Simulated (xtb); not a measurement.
BCl, singlet, from a rough starting geometry; GFN2-xTB run with xtb.

Input for xtb:
```
$ xtb mol.xyz --gfn 2 --opt vtight --json

# file mol.xyz
2

B     -0.49619476    -0.47569955    -0.45028855
Cl     0.49592384     0.44779156     0.40812273
```

The log (banner, timings and long lists left out):

```
   ID    Z sym.   atoms
    1    5 B      1
    2   17 Cl     2

           -------------------------------------------------
          |                Calculation Setup                |
           -------------------------------------------------

           -------------------------------------------------
          |                 G F N 2 - x T B                 |
           -------------------------------------------------

          ...................................................
          :                      SETUP                      :
          :.................................................:
          :  # basis functions                  14          :
          :  # atomic orbitals                  13          :
          :  # shells                            5          :
          :  # electrons                        10          :
          :  max. iterations                   250          :
          :  Hamiltonian                  GFN2-xTB          :
          :  restarted?                      false          :
          :  GBSA solvation                  false          :
          :  PC potential                    false          :
          :  electronic temp.          300.0000000     K    :
          :  accuracy                    1.0000000          :
          :  -> integral cutoff          0.2500000E+02      :
          :  -> integral neglect         0.1000000E-07      :
          :  -> SCF convergence          0.1000000E-05 Eh   :
          :  -> wf. convergence          0.1000000E-03 e    :
          :  Broyden damping             0.4000000          :
          :  net charge                          0          :
          :  unpaired electrons                  0          :
          ...................................................

 iter      E             dE          RMSdq      gap      omega  full diag
   1     -5.7184690 -0.571847E+01  0.123E+01    2.20       0.0  T
   2     -5.7194303 -0.961263E-03  0.747E+00    2.34       1.0  T
   3     -5.7184653  0.964999E-03  0.147E+00    2.76       1.0  T
   4     -5.7205106 -0.204532E-02  0.672E-01    2.76       1.0  T
   5     -5.7206461 -0.135455E-03  0.414E-01    2.78       1.0  T
   6     -5.7208617 -0.215611E-03  0.614E-02    2.81       1.2  T
   7     -5.7208662 -0.451440E-05  0.466E-02    2.81       1.5  T
   8     -5.7208684 -0.226969E-05  0.141E-03    2.81      50.3  T
   9     -5.7208684 -0.194131E-08  0.636E-04    2.81     111.2  T
[...]
         :: total energy              -5.703499787017 Eh    ::
 * total energy  :    -5.7034998 Eh     change       -0.8881784E-15 Eh
 * total energy  :    -5.7037847 Eh     change       -0.2849276E-03 Eh
 * total energy  :    -5.7039141 Eh     change       -0.1293871E-03 Eh
 * total energy  :    -5.7039149 Eh     change       -0.8332557E-06 Eh
 * total energy  :    -5.7039153 Eh     change       -0.4132387E-06 Eh
 * total energy  :    -5.7039153 Eh     change       -0.3292300E-10 Eh
   *** GEOMETRY OPTIMIZATION CONVERGED AFTER 6 ITERATIONS ***
         :: total energy              -5.703915348239 Eh    ::
[...]
         6                         -0.2280209              -6.2048 (LUMO)
         7                         -0.2280209              -6.2048
         8                         -0.0205909              -0.5603
         9                          0.0002289               0.0062
        10                          0.0002289               0.0062
        11                          0.0215084               0.5853
        12                          0.0215084               0.5853
        13                          0.6658108              18.1176
      -------------------------------------------------------------
                  HL-Gap            0.1065646 Eh            2.8998 eV
             Fermi-level           -0.2813032 Eh           -7.6547 eV

     #   Z          covCN         q      C6AA      α(0)
     1   5 B        0.825     0.133    60.619    16.381
     2  17 Cl       0.825    -0.133   103.222    15.542

 Mol. C6AA /au·bohr⁶  :        315.638097
 Mol. C8AA /au·bohr⁸  :      12911.639737
 Mol. α(0) /au        :         31.923434

Wiberg/Mayer (AO) data.
largest (>0.10) Wiberg bond orders for each atom

 ---------------------------------------------------------------------------
     #   Z sym  total        # sym  WBO       # sym  WBO       # sym  WBO
 ---------------------------------------------------------------------------
     1   5 B    1.488 --     2 Cl   1.488
     2  17 Cl   1.488 --     1 B    1.488
 ---------------------------------------------------------------------------

Topologies differ in total number of bonds
Writing topology from bond orders to xtbtopo.mol

molecular dipole:
                 x           y           z       tot (Debye)
 q only:       -0.246      -0.229      -0.212
   full:        0.680       0.633       0.588       2.795
molecular quadrupole (traceless):
                xx          xy          yy          xz          yz          zz
 q only:       -0.014       0.010       0.004       0.015       0.022       0.011
  q+dip:       -0.127      -1.235      -0.003      -1.164      -1.106       0.130
   full:       -0.248      -2.112       0.002      -1.979      -1.865       0.246

optimized geometry written to: xtbopt.xyz

           -------------------------------------------------
          | TOTAL ENERGY               -5.703915348239 Eh   |
          | GRADIENT NORM               0.000001201730 Eh/α |
          | HOMO-LUMO GAP               2.899769431941 eV   |
           -------------------------------------------------
```
